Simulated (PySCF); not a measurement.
C6H14Se, SMILES CC(CC[SeH])(C)C at its GFN2-xTB optimised geometry (Å):

```
21

C      2.0945    -0.2369    -1.1326
C      0.5863    -0.3614    -1.3757
C      0.3236    -1.6380    -2.1789
C      0.1098     0.8526    -2.1708
C     -0.1024    -0.4361     0.0000
C     -1.6254    -0.4361     0.0000
Se    -2.4625     1.3581     0.0000
H      2.6305    -0.2122    -2.0784
H      2.3220     0.6771    -0.5884
H      2.4625    -1.0816    -0.5536
H      0.8699    -1.6060    -3.1188
H     -0.7322    -1.7520    -2.4124
H      0.6493    -2.5157    -1.6243
H      0.6696     0.9361    -3.0998
H      0.2544     1.7669    -1.5994
H     -0.9459     0.7691    -2.4229
H      0.2521     0.3962     0.6147
H      0.2268    -1.3581     0.4884
H     -2.0388    -0.9361    -0.8754
H     -2.0111    -0.9336     0.8914
H     -2.0342     1.6979     1.3391
```

Calculation: CAM-B3LYP/def2-SVP run with PySCF. Cells within 0.4 Å of a nucleus heavier than hydrogen are left out (blank, or x).

Map of the log10 of the electron density (e/bohr³), floored at −4 on the plane z = 0.0 Å:

```
|0000000000000000000000000|
|0000000000000000000000000|
|0000111110000000000000000|
|0012233322100000000000000|
|0233444443210000000000000|
|2345566654321000000000000|
|2456777765432111011100000|
|3467899876433222222221000|
|35689xx976543333344432000|
|35689xx976545544455543100|
|3567899876566654566653200|
|3456778887778765566653200|
|2345678888889875566653200|
|1234568xx99xx876566654210|
|01235689x889x875566654210|
|0012467887788875566654210|
|0002356666677765456653200|
|0001234444456654344442100|
|0000122333344443223321000|
|0000001111223322111110000|
|0000000000011211000000000|
|0000000000000000000000000|
|0000000000000000000000000|
|0000000000000000000000000|
|0000000000000000000000000|
```
Scale: ten equal steps from -4.00 (start of '0') to -0.262 (end of '9'), in the order '0123456789'; x runs from -4.50 to 4.50, y from -4.50 (bottom) to 4.50 (top).
